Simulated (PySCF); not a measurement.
Isomers of C6H9FOS, mass 148.036 u with the commonest isotopes. Computed with PBE0/pcSseg-1 in PySCF (dipole) on a GFN2-xTB geometry, gas phase. One conformer each, none proved a minimum here; rigid rotors.

**Question.** Order these by rotational constant B, largest first.
A. `[CH3:1][C@@H:2]1[S:3][CH2:4][C@H:5]([CH2:6][F:7])[C:8]1=[O:9]` with C4–C5–C6–F7 70°, C1–C2–S3–C4 -97°, C2–S3–C4–C5 -36°, S3–C4–C5–C6 162°, C4–C5–C8–O9 157°
B. `[O:1]=[S@@:2]1[CH2:3][CH2:4][C@H:5]1[CH2:6]/[CH:7]=[CH:8]\[F:9]` with C4–C5–C6–C7 166°, C5–C6–C7–C8 -111°, O1–S2–C3–C4 -123°, S2–C3–C4–C5 22°, C3–C4–C5–C6 -140°, O1–S2–C5–C4 124°
C. `[CH3:1]/[CH:2]=[CH:3]/[C@H:4]([F:5])[O:6][C:7]([CH3:8])=[S:9]` with C2–C3–C4–F5 126°, C3–C4–O6–C7 -172°, C4–O6–C7–C8 -2°
D. `[O:1]=[C:2]1[CH2:3][CH2:4][S:5][CH2:6][C@H:7]1[CH2:8][F:9]` with C6–C7–C8–F9 -63°, O1–C2–C3–C4 117°, C2–C3–C4–S5 63°, C3–C4–S5–C6 -59°, C4–S5–C6–C7 59°
E. `[CH3:1][CH2:2][O:3][CH2:4][S:5][C:6]1=[C:7]([F:8])[CH2:9]1` with C1–C2–O3–C4 64°, C2–O3–C4–S5 65°, O3–C4–S5–C6 -173°, C4–S5–C6–C7 -3°

**Answer.** D (1108 MHz), A (1030 MHz), B (929.5 MHz), C (733.2 MHz), E (665.5 MHz).

**Question.** Order these by out-of-plane moment Σ m c² = (Ia + Ib − Ic)/2, largest first.
A. `[CH3:1]/[CH:2]=[CH:3]/[C@H:4]([F:5])[O:6][C:7]([CH3:8])=[S:9]` with C2–C3–C4–F5 126°, C3–C4–O6–C7 -172°, C4–O6–C7–C8 -2°
B. `[O:1]=[S@@:2]1[CH2:3][CH2:4][C@H:5]1[CH2:6]/[CH:7]=[CH:8]\[F:9]` with C4–C5–C6–C7 166°, C5–C6–C7–C8 -111°, O1–S2–C3–C4 -123°, S2–C3–C4–C5 22°, C3–C4–C5–C6 -140°, O1–S2–C5–C4 124°
C. `[CH3:1][C@@H:2]1[S:3][CH2:4][C@H:5]([CH2:6][F:7])[C:8]1=[O:9]` with C4–C5–C6–F7 70°, C1–C2–S3–C4 -97°, C2–S3–C4–C5 -36°, S3–C4–C5–C6 162°, C4–C5–C8–O9 157°
D. `[O:1]=[C:2]1[CH2:3][CH2:4][S:5][CH2:6][C@H:7]1[CH2:8][F:9]` with C6–C7–C8–F9 -63°, O1–C2–C3–C4 117°, C2–C3–C4–S5 63°, C3–C4–S5–C6 -59°, C4–S5–C6–C7 59°
E. `[CH3:1][CH2:2][O:3][CH2:4][S:5][C:6]1=[C:7]([F:8])[CH2:9]1` with C1–C2–O3–C4 64°, C2–O3–C4–S5 65°, O3–C4–S5–C6 -173°, C4–S5–C6–C7 -3°

**Answer.** B (67.65 u·Å²), E (60.17 u·Å²), C (37.90 u·Å²), D (22.53 u·Å²), A (20.46 u·Å²).

**Question.** Order these by dipole moment, largest first.
A. `[O:1]=[S@@:2]1[CH2:3][CH2:4][C@H:5]1[CH2:6]/[CH:7]=[CH:8]\[F:9]` with C4–C5–C6–C7 166°, C5–C6–C7–C8 -111°, O1–S2–C3–C4 -123°, S2–C3–C4–C5 22°, C3–C4–C5–C6 -140°, O1–S2–C5–C4 124°
B. `[CH3:1]/[CH:2]=[CH:3]/[C@H:4]([F:5])[O:6][C:7]([CH3:8])=[S:9]` with C2–C3–C4–F5 126°, C3–C4–O6–C7 -172°, C4–O6–C7–C8 -2°
C. `[O:1]=[C:2]1[CH2:3][CH2:4][S:5][CH2:6][C@H:7]1[CH2:8][F:9]` with C6–C7–C8–F9 -63°, O1–C2–C3–C4 117°, C2–C3–C4–S5 63°, C3–C4–S5–C6 -59°, C4–S5–C6–C7 59°
D. `[CH3:1][C@@H:2]1[S:3][CH2:4][C@H:5]([CH2:6][F:7])[C:8]1=[O:9]` with C4–C5–C6–F7 70°, C1–C2–S3–C4 -97°, C2–S3–C4–C5 -36°, S3–C4–C5–C6 162°, C4–C5–C8–O9 157°

**Answer.** B (3.60 D), A (3.43 D), C (1.71 D), D (1.30 D).

| SMILES | point group | Ia (u·Å²) | Ib (u·Å²) | Ic (u·Å²) | κ | μa (D) | μb (D) | μc (D) |
| --- | --- | --- | --- | --- | --- | --- | --- | --- |
| C[C@@H]1SC[C@H](CF)C1=O | C1 | 240.71 | 490.48 | 655.40 | -0.61 | 0.93 | 0.24 | 0.88 |
| O=[S@@]1CC[C@H]1C/C=C\F | C1 | 222.25 | 543.74 | 630.69 | -0.83 | 0.16 | 3.43 | 0.07 |
| O=C1CCSC[C@H]1CF | C1 | 257.88 | 455.94 | 668.75 | -0.41 | 1.64 | 0.42 | 0.23 |
| CCOCSC1=C(F)C1 | C1 | 206.65 | 759.44 | 845.75 | -0.93 | 1.16 | 0.43 | 1.15 |
| C/C=C/[C@H](F)OC(C)=S | C1 | 229.57 | 689.23 | 877.87 | -0.81 | 2.36 | 1.84 | 2.01 |
